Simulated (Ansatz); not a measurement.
Geometry optimisation, RKS PBE/STO-3G (Ansatz 0.2.0).

Input:

```yaml
crystal:
  periodic: [false, false, false]
  atoms:
    - { symbol: Si, position_ang: [-0.7567, -0.1067, 1.221] }
    - { symbol: O, position_ang: [0.0379, 0.5457, -0.5689] }
    - { symbol: C, position_ang: [-0.778, 0.4932, -1.6984] }
    - { symbol: H, position_ang: [-2.1533, 0.1425, 0.7598] }
    - { symbol: H, position_ang: [-0.7334, -1.565, 1.1903] }
    - { symbol: H, position_ang: [-0.557, 1.0706, 2.0617] }
    - { symbol: H, position_ang: [1.804, -0.8187, 0.6108] }
    - { symbol: O, position_ang: [1.2179, -0.5063, 1.6931] }
    - { symbol: H, position_ang: [1.0997, -0.1284, -0.7506] }
    - { symbol: F, position_ang: [2.0718, -0.8114, -0.5632] }
    - { symbol: H, position_ang: [-1.7096, 1.0215, -1.4965] }
    - { symbol: H, position_ang: [-0.2645, 0.984, -2.5289] }
    - { symbol: H, position_ang: [-1.0137, -0.537, -1.979] }
    - { symbol: H, position_ang: [1.7349, 0.2161, 2.0491] }
basis:
  gaussian: { orbitals: STO-3G }
hamiltonian:
  xc: pbe
relax:
  f_tol: 0.15
  max_steps: 25
  restrain:
    - { distance: [0, 7], at: 3.07, k: 30.0 }
    - { distance: [6, 9], at: 2.18, k: 30.0 }
    - { distance: [8, 1], at: 2.27, k: 30.0 }
    - { distance: [0, 1], at: 1.77, k: 30.0 }
    - { distance: [6, 7], at: 0.97, k: 30.0 }
    - { distance: [8, 9], at: 0.88, k: 30.0 }
output:
  orbitals: {}
```

Launched with:

```bash
$ ansatz run input.yaml --threads 1 --pin off --max-ram 2048MiB --backend cpu --events-out ev --progress --plain --runs-dir out
```

Where does it end, and by what steps?

It converged. The restraints hold the end off the free minimum. Limits of this set-up: minimal basis. After 23 steps the energy has risen by 0.837 eV (the restraints' own energy left out); F10 moved furthest, 1.20 Å. Parted: Si1–O8. Joined: H7–O8.

```csv
step,energy less start (eV),largest force component (eV/Å),accepted
0,0.0000,4.687,yes
1,0.5047,4.523,yes
2,2.0905,6.108,yes
3,1.7627,3.870,yes
4,1.3203,1.877,yes
5,1.2280,1.561,yes
6,1.1560,1.710,no
7,1.1996,1.887,yes
8,1.1699,1.871,yes
9,1.1446,2.122,yes
10,1.1216,2.344,yes
11,1.1196,2.469,yes
12,1.0708,1.061,no
13,1.0900,2.128,yes
14,1.1039,2.406,yes
15,1.1054,2.524,yes
16,1.1023,2.599,yes
17,1.0917,2.631,yes
18,1.0182,1.955,yes
19,0.9326,2.054,yes
20,0.8383,2.255,yes
21,0.8460,2.365,yes
22,0.8491,2.534,yes
23,0.8371,2.435,yes
```

```xyz
14
Properties=species:S:1:pos:R:3
Si -1.211 0.315 1.037
O -0.227 0.698 -0.373
C -0.903 0.172 -1.566
H -2.547 0.864 0.803
H -1.372 -1.121 1.246
H -0.603 0.977 2.180
H 1.627 -1.524 0.672
O 1.529 -0.967 1.511
H 2.007 0.584 -0.633
F 2.758 0.124 -0.248
H -1.960 0.528 -1.677
H -0.338 0.532 -2.457
H -0.929 -0.949 -1.614
H 2.167 -0.231 1.117
```

Time of the run: 60 s on 1 thread of Arm Neoverse V2 (shared host), peak memory 0.15 GiB.
